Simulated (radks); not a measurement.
Initial-state core-level shifts of neutral ytterbium when its valence configuration changes from [Xe] 4f14 6s2. All-electron calculation, scalar-relativistic Kohn-Sham, r2SCAN, spin-polarised, spherical densities, finite nucleus; open shells are filled with parallel spins first (spin-orbit coupling, left out, can overturn this in heavy ions); meta-GGA in the generalised Kohn-Sham scheme; Fermi nuclear charge, rms radius 5.3108 fm. Program: a radial shooting solver on a logarithmic mesh with Libxc functionals. Shifts are changes of the shell-averaged eigenvalues in eV (positive: less bound); the change of the density at the nucleus, which sets a Mossbauer isomer shift, is in e/bohr^3, on a base of 1.085e+06.

\begin{tabular}{lrrrrr}
valence & 3p & 4s & 4p & 4d & density at nucleus \\ \hline
4f14 6s1 6p1 & -1.259 & -1.269 & -1.272 & -1.276 & -32.6 \\
4f14 5d2 & +0.448 & +0.473 & +0.483 & +0.505 & -69.4 \\
4f13 5d1 6s2 & -8.143 & -7.912 & -7.766 & -7.548 & +50.9 \\
4f13.5 5d0.5 6s2 & -3.995 & -3.908 & -3.844 & -3.747 & +24.9 \\
4f14 5d0.5 6s1.5 & +0.235 & +0.242 & +0.245 & +0.251 & -18.7 \\
4f14 5d1 6s1 & +0.515 & +0.528 & +0.534 & +0.546 & -34.5 \\
4f13 5d3 & -5.913 & -5.656 & -5.499 & -5.258 & -34.8 \\
4f13.5 6s2 6p0.5 & -5.380 & -5.306 & -5.248 & -5.160 & +31.4 \\
4f13.5 5d1.5 6s1 & -2.907 & -2.807 & -2.736 & -2.627 & -14.2 \\
\end{tabular}
